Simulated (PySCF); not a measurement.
Species: C5H4F4O2.
Geometry (PBE0-D3(BJ)/def2-SVP, Å), atoms numbered from 1 in this order:
```xyz
15
C5H4F4O2 angstrom
O      0.849    1.973   -1.134
C      1.018    0.959   -0.541
C      1.895   -0.276   -0.678
O      1.347   -0.787    0.540
C      0.497    0.329    0.763
C     -0.959   -0.074    0.948
F     -1.640    0.934    1.561
C     -1.706   -0.419   -0.336
F     -1.949    0.666   -1.060
F     -2.867   -1.005   -0.060
F     -0.982   -1.261   -1.080
H      1.675   -0.913   -1.552
H      2.980   -0.081   -0.621
H      0.774    0.918    1.659
H     -0.967   -0.975    1.585
```

Linear response at wB97X-D/def2-SVPD (PySCF, frozen core in the response, non-relativistic).

Static isotropic polarisability: 65.44 au (9.70 Å³), principal values 58.6, 65.7, 72.1 au.

(1) What is the polarisability at 1064 nm and at the sodium D line?

(2) What is the isotropic C6 coefficient between two such molecules, C6 = (3/π)∫α(iω)² dω?

(3) Which effective excitation energy ω̄ makes London's formula C6 = (3/4)α²ω̄ exact here?

(4) The lowest 10 singlets have (eV, f): 4.34, 0.000; 6.09, 0.007; 7.59, 0.007; 7.77, 0.003; 7.83, 0.000; 8.09, 0.035; 8.59, 0.026; 8.71, 0.019; 8.90, 0.013; 8.96, 0.027. What share of the static polarisability do they carry in the sum over states α = Σ f/ω²?

(5) What molar refraction at the D line follows from R = (4π/3)·N_A·α′, with α′ the polarisability volume?

(6) What three-body coefficient follows from the one-pole estimate C9 = (3/4)·α·C6?

(7) What does −C6/R⁶ come to at R = 10 Å between centres?

## Answers

(1) 65.79 au at 1064 nm (+0.5 %), 66.59 au at 589.3 nm (+1.7 %). The rise at 589.3 nm is 3.33 times that at 1064 nm; a pure ω² law gives 3.26. The lowest singlet lies at 285 nm, shorter than both wavelengths.

(2) 2285 au (Eh·bohr⁶) by a ten-point quadrature over imaginary frequencies, which is 1370 eV·Å⁶ or 132 J·nm⁶/mol.

(3) ω̄ = 4·C6/(3α²) = 0.711 Eh = 19.4 eV. A one-pole form α(ω) = α/(1 − ω²/ω̄²) fitted to the 1064 nm value gives 16.1 eV.

(4) 1.49 au, 2.3 % of α; the largest term, 0.40 au, is that of the state at 8.09 eV. Their oscillator strengths add up to 0.14. Higher states carry the rest.

(5) α′ = 9.87 Å³ gives R = 24.89 cm³/mol, for isolated, non-vibrating species.

(6) 112000 au. This is an estimate from the two numbers above, not a computed integral.

(7) -130 J/mol. This is the leading, orientation-averaged term; C8 and higher terms are left out.

One conformer stands for the species.

The pairwise dispersion term of wB97X-D wasn't added to the energies; at a given geometry it leaves orbitals and properties as they are.
